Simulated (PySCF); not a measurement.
**J couplings in CH₇GeN**

Geometry:
```csv
atom,x (Å),y (Å),z (Å)
N1,-1.227,0.405,0.620
C2,-0.365,-0.704,0.265
Ge3,1.508,-0.242,0.640
H4,-2.209,0.159,0.510
H5,-1.060,1.202,0.008
H6,-0.439,-1.061,-0.785
H7,-0.604,-1.573,0.900
H8,2.448,-1.384,0.201
H9,1.876,1.029,-0.156
H10,1.709,0.040,2.138
```

Method: B3LYP/pcJ-1 (pcSseg-1 on Ge) (spin–dipole term only in couplings to heteroatoms)//PBE0-D3(BJ)/def2-SVP, PySCF; isolated molecule, single conformer, non-relativistic. Couplings are averaged over pairs made equivalent by symmetry, fast rotation or ring inversion, so a value needn't be that of the named pair in this geometry, while other rotamers aren't included; one pair stands for each set, and the list holds those of at least 0.8 Hz over up to four bonds.

Isotopes: $^{13}$C, $^{1}$H, $^{15}$N.

| pair | bonds | J (Hz) |
| --- | --- | --- |
| N1, C2 | 1 | -2.5 |
| N1, H4 | 1 | ? |
| C2, H6 | 1 | 139.7 |
| N1, H6 | 2 | ? |
| C2, H4 | 2 | ? |
| C2, H8 | 2 | 7.0 |
| H4, H5 | 2 | ? |
| H6, H7 | 2 | -12.7 |
| H8, H9 | 2 | 9.5 |
| N1, H8 | 3 | -2.9 |
| H4, H6 | 3 | 7.4 |
| H6, H8 | 3 | 2.4 |

Estimate the withheld couplings, with signs.

Answers


- $^{1}J$(N1,H4) = -66.2 Hz (bond length 1.018 Å)
- $^{2}J$(N1,H6) = -1.3 Hz (mean over equivalent pairs that range from -2.6 to 0.0 Hz in this conformer)
- $^{2}J$(C2,H4) = -2.3 Hz (angle at N1 111°)
- $^{2}J$(H4,H5) = -9.6 Hz (angle at N1 106°)

Relativistic effects of the heavier atoms present are left out.
